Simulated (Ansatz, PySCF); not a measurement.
GeH5Si, SMILES [SiH3][GeH2] (connectivity only; charge and spin as stated), charge +1, multiplicity 1. Atoms are numbered in the order given.

```xyz
7

Si    -1.5750     0.1825    -0.0198
Ge     0.8166    -0.0935    -0.0212
H     -2.0804    -0.8517    -0.9436
H     -1.7993     1.5868    -0.4150
H     -1.8308    -0.0992     1.4148
H      1.5290    -1.4328    -0.2485
H      1.8144     1.0321     0.2791
```
Charge +1, spin multiplicity 1.

The structure is a stationary point at PBE0-D3(BJ)/def2-TZVP. The multiplicity is an assumed one; other spin states were not compared. The isomer is the one that the SMILES or the coordinates give; other isomers of the formula were not compared.

Two levels are set side by side: PBE-D3(BJ)/def2-TZVP (Ansatz, an electronic-structure program) and PBE0-D3(BJ)/def2-TZVP (Ansatz). Each level has its own optimised geometry; the coordinates shown are those of the second. Frequencies come from the Hessian of PySCF at each geometry. Differences are taken from unrounded values.

| quantity | PBE0-D3(BJ) |
|---|---|
| mean bond length (Å) | 1.652 |
| bond Si1–Ge2 (Å) | 2.407 |
| bond Si1–H3 (Å) | 1.476 |
| bond Si1–H4 (Å) | 1.476 |
| bond Si1–H5 (Å) | 1.484 |
| bond Ge2–H6 (Å) | 1.534 |
| bond Ge2–H7 (Å) | 1.534 |
| highest harmonic wavenumber (cm⁻¹) | 2304 |
| mean harmonic wavenumber (cm⁻¹) | 1132 |
| zero-point energy (kcal/mol) | 24.27 |

Problem. What does PBE-D3(BJ) give, and how far is it from PBE0-D3(BJ)? (An estimate is asked for; the answer gives what the named calculation found.)

Solution. 
| quantity | PBE-D3(BJ) | PBE-D3(BJ) minus PBE0-D3(BJ) |
|---|---|---|
| mean bond length (Å) | 1.662 | 0.010 |
| bond Si1–Ge2 (Å) | 2.411 | 0.004 |
| bond Si1–H3 (Å) | 1.485 | 0.009 |
| bond Si1–H4 (Å) | 1.485 | 0.009 |
| bond Si1–H5 (Å) | 1.497 | 0.012 |
| bond Ge2–H6 (Å) | 1.547 | 0.013 |
| bond Ge2–H7 (Å) | 1.547 | 0.013 |
| highest harmonic wavenumber (cm⁻¹) | 2241 | -63 |
| mean harmonic wavenumber (cm⁻¹) | 1090 | -41 |
| zero-point energy (kcal/mol) | 23.38 | -0.88 |

Exact exchange shortens and stiffens bonds; PBE has none. Differences between two approximate levels are no errors against the true value.
